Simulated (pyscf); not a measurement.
`[CH3][CH2][C]=[NH]`, doublet

Gas-phase minimum from PySCF at ωB97X-D3(BJ)/def2-SVP, one conformer. H₃C–CH₂–C•=NH lies 11.5 kcal/mol over its isomer H₃C–C(CH₃)=N•, and others may lie lower still (electronic energy, ωB97M-D3(BJ)). 

SMILES: CC[C]=N
```xyz
10

C      0.9355     0.9104     1.1818
C      0.3916    -0.4908     0.8948
C     -0.7086    -0.4846    -0.1221
N     -0.8324    -1.1447    -1.1630
H      1.7263     0.8700     1.9463
H      1.3639     1.3614     0.2731
H      0.1380     1.5765     1.5458
H     -0.0207    -0.9298     1.8193
H      1.1916    -1.1657     0.5388
H     -1.6816    -0.9830    -1.7142
```
Charge 0, spin multiplicity 2.

Bonded distances (Å): C1–C2 1.530, C1–H5 1.101, C1–H6 1.101, C1–H7 1.101, C2–C3 1.498, C2–H8 1.103, C2–H9 1.105, C3–N4 1.239, N4–H10 1.025. Bond angles (°): C2–C1–H5 110.6, C2–C1–H6 111.0, C2–C1–H7 111.0, H5–C1–H6 108.0, H5–C1–H7 108.2, H6–C1–H7 107.9, C1–C2–C3 112.6, C1–C2–H8 109.9, C1–C2–H9 111.2, C3–C2–H8 107.2, C3–C2–H9 108.4, H8–C2–H9 107.3, C2–C3–N4 129.9, C3–N4–H10 116.8.

Properties at ωB97X-D3(BJ)/def2-SVP:

- Harmonic wavenumbers, unscaled = 62, 232, 345, 464, 695, 796, 854, 994, 1057, 1096, 1171, 1270, 1336, 1412, 1449, 1479, 1488, 1900, 3056, 3072, 3122, 3168, 3171, 3503 cm⁻¹
- Zero-point energy = 53.2 kcal/mol
- Rotational symmetry number = 1
- Entropy of this conformer at 298 K and 1 atm, rigid rotor and harmonic oscillator, modes under 100 cm⁻¹ raised to 100 = 299.9 J/(mol K)
- Dipole moment = 0.83 D
- Spin expectation value S2 = 0.753

Single-point totals, which compare only within one level:

| level | total energy (hartree) |
|---|---|
| ωB97X-D3(BJ)/def2-TZVP | -172.74891 |
| PBE/def2-TZVP | -172.44396 |
| r²SCAN/def2-TZVP | -172.56661 |
| B3LYP-D3(BJ)/def2-TZVP | -172.68910 |
| PBE0-D3(BJ)/def2-TZVP | -172.46496 |
| M06-2X/def2-TZVP | -172.58333 |
| ωB97M-D3(BJ)/def2-TZVP | -172.71515 |

Soft torsions are taken as harmonic, which can shift the entropy by several J/(mol K).
